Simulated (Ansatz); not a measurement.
Basis sets compared for ZnMe(SiH3) (CH₆SiZn). The state is a singlet with charge 0. Geometry PBE-D4/def2-SVP. Ansatz on 4 threads of Intel Xeon 6975P-C on a shared host; times are rough, and most runs start from earlier orbitals.

Cartesian coordinates in Å:
```
Zn -0.0384 -0.2267 0.0915
C -0.3241 -2.0084 0.8400
H 0.5979 -2.3936 1.3239
H -0.6192 -2.7340 0.0533
H -1.1270 -1.9988 1.6067
Si 0.3131 1.9444 -0.8144
H -0.8839 2.4529 -1.5841
H 1.4825 1.9897 -1.7706
H 0.5990 2.9745 0.2537
```

Binding counts from free atoms (Zn singlet, C triplet, H doublet, Si triplet) in the same basis, without a counterpoise term.

```json
{"level": "HF/STO-3G", "functions": "38", "energy (Eh)": "-2083.6712", "HOMO (eV)": "-2.98", "LUMO (eV)": "5.46", "binding per atom (eV)": "3.11", "wall time": "0.25 s"}
{"level": "PBE-D4/def2-SVP", "functions": "93", "energy (Eh)": "-2109.7227", "HOMO (eV)": "-5.88", "LUMO (eV)": "-0.76", "binding per atom (eV)": "3.03", "wall time": "0.4 s"}
{"level": "PBE0-D4/def2-SVP", "functions": "93", "energy (Eh)": "-2109.7916", "HOMO (eV)": "-6.97", "LUMO (eV)": "0.06", "binding per atom (eV)": "3.01", "wall time": "0.55 s"}
```

Question: Estimate the rows for HF/def2-TZVP, PBE-D4/def2-TZVP, PBE0-D4/def2-TZVP.

Answer: 
```tsv
level	functions	energy (Eh)	HOMO (eV)	LUMO (eV)	binding per atom (eV)	wall time
HF/def2-TZVP	152	-2108.0997	-9.39	1.61	2.27	0.55 s
PBE-D4/def2-TZVP	152	-2110.1364	-6.01	-1.53	2.99	0.65 s
PBE0-D4/def2-TZVP	152	-2110.1921	-7.04	-0.80	2.98	0.8 s
```
